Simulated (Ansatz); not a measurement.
Calculated with Ansatz (gas phase, PBE0-D4/def2-TZVP geometries, no zero-point term in ΔE). CCSD(T)/CBS adds triple-zeta CCSD(T) − MP2 to the extrapolated MP2 energy (def2 sets, frozen cores). This one scheme is used for every species. Functionals use def2-TZVPP. For Ge outer-core shells are correlated without core-valence functions, which leaves a few kJ/mol of doubt a bond. Scalar relativity is left out up to krypton. Each species was taken in one conformer, which may not be the lowest.

Consider the redistribution: `C[SiH2][SiH2]Cl` + `[SiH3][CH2][GeH2][PH2]` → `C[SiH2][GeH2][PH2]` + `[SiH3]C[SiH2]Cl`.

| species | B2PLYP energy (Eh) |
| --- | --- |
| `C[SiH2][SiH2]Cl` | -1081.18700 |
| `[SiH3][CH2][GeH2][PH2]` | -2750.74441 |
| `C[SiH2][GeH2][PH2]` | -2750.75438 |
| `[SiH3]C[SiH2]Cl` | -1081.19134 |

Problem. Work out ΔE.

Solution. ΔE = (-2750.75438) + (-1081.19134) − (-1081.18700) − (-2750.74441) = -0.01431 Eh = -9.0 kcal/mol. CCSD(T)/CBS gives -8.7 kcal/mol.

Largest T1 diagnostic among the species: 0.012.
